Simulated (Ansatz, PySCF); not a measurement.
1-chloro-2-fluorocyclobutene (C4H4ClF), SMILES FC1=C(Cl)CC1. Atoms are numbered in the order given.

```xyz
10

F     -1.7740     1.1239     0.0000
C     -0.4881     0.8600     0.0000
C      0.2390    -0.2641     0.0000
Cl    -0.1107    -1.9309     0.0000
C      1.5479     0.4831     0.0000
C      0.6864     1.7865     0.0000
H      2.1673     0.3455     0.8997
H      2.1673     0.3455    -0.8997
H      0.8008     2.4128    -0.8990
H      0.8008     2.4128     0.8990
```
Charge 0, spin multiplicity 1.

Geometry: PBE0-D3(BJ)/def2-SVP.

Vertical ionisation energy (IE) and electron affinity (EA) in eV. Rows of orbital energies are one-electron estimates. Where ΔSCF, EOM or ADC give a negative EA the extra electron is unbound and the value depends on the basis.

```tsv
level	IE	EA
−ε(HOMO), −ε(LUMO), HF/def2-TZVP (PySCF)	?	?
−ε(HOMO), −ε(LUMO), PBE/def2-TZVP (PySCF)	5.75	0.59
ΔSCF, PBE0/def2-SVPD (Ansatz), final states of multiplicity 2 and 2	9.16	-1.79
ΔSCF, PBE/def2-SVPD (Ansatz), final states of multiplicity 2 and 2	8.96	-1.60
```

Task: Fill in the missing entries. (An estimate is asked for; the answer gives what the named calculation found.)

Result: 
- −ε(HOMO), −ε(LUMO), HF/def2-TZVP (PySCF), IE: 9.56
- −ε(HOMO), −ε(LUMO), HF/def2-TZVP (PySCF), EA: -3.78

Task: What vertical singlet–triplet gap does ΔSCF give with PBE0/def2-SVPD (Ansatz, an electronic-structure program) and with PBE/def2-SVPD (Ansatz)? (An estimate is asked for; the answer gives what the named calculation found.)

Result: 4.22 and 4.30 eV (triplet above singlet where positive).
